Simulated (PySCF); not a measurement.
C₂Ni, neutral, multiplicity 3. Atoms are numbered in the order given.

```xyz
3

Ni     0.0000     0.0000    -0.5233
C      0.0000     0.6472     1.2211
C      0.0000    -0.6472     1.2211
```
Charge 0, spin multiplicity 3.

Geometry: PBE0-D3(BJ)/def2-TZVP. The spin state was assumed, not searched.

Level of theory: PySCF with PBE/def2-TZVPD.

Mulliken values depend strongly on the basis, most of all with diffuse functions as here. ESP charges are fitted to the potential on shells at 1.4 to 2.0 van der Waals radii. Atomic charges (e):

```csv
atom,meta-Löwdin,ESP fit,Mulliken spin
Ni1,[?],0.54,1.02
C2,[?],-0.27,0.49
C3,[?],-0.27,0.49
```

### Question
Complete the blanks. (Estimate from the structure and the level; the computed values follow.)

### Answer

- Ni1, meta-Löwdin: 0.59
- C2, meta-Löwdin: -0.29
- C3, meta-Löwdin: -0.29
